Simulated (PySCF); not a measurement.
# How methods differ on the excitation energy of Zn

Zn [Ar] 3d10 4s2 (1S) → Zn [Ar] 3d9 4s2 4p1 (high-spin determinant), as a difference of total energies. Computed with PySCF 2.14 in def2-QZVPPD, with the non-relativistic Hamiltonian (point nucleus). Correlated levels: valence: [Ar] frozen. The calculations carry no spin-orbit coupling.

| method | excitation energy (eV) |
| --- | --- |
| UHF | 9.345 |
| MP2 (valence) | 12.038 |
| SCS-MP2 (valence) | 11.715 |
| CCSD (valence) | 11.296 |
| CCSD(T) (valence) | 11.444 |

**Question.** How much does correlation contribute at CCSD(T) (valence)?

**Answer.** 11.444 − (9.345) = 2.099 eV, measured against UHF.

A first-order spin-orbit estimate (lowest level to lowest level, LS coupling) adds -0.121 eV.

The upper state lies above the first ionisation limit, where it may autoionise and the basis confines it.

The determinant of the upper state mixes LS terms, which raises its energy above the lowest term, most at the Hartree-Fock and MP2 levels.
